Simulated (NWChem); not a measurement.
InCl, singlet; SMILES [In][Cl]

```xyz
2

In     0.0000     0.0000    -0.6362
Cl     0.0000     0.0000     1.7937
```
Atoms are numbered in this order, from 1.

Program: NWChem. Low-valent species are run as closed-shell singlets; no triplet was tried in these runs. Coordinates come from a PBE0/def2-SVP (def2 core potentials past Kr) optimisation. GIAO values for the isolated, static molecule; σ is the absolute isotropic shielding. Spin-orbit effects, on the heavy nuclei and on their neighbours, are missing.

Predict the results for PBE0/x2c-SVPall-s, scalar ZORA without spin-orbit coupling. Quantities: σ In1 (ppm); σ Cl2 (ppm).


```
Quantity     Result
-----------  ------
σ In1 (ppm)  3399.0
σ Cl2 (ppm)   506.1
```
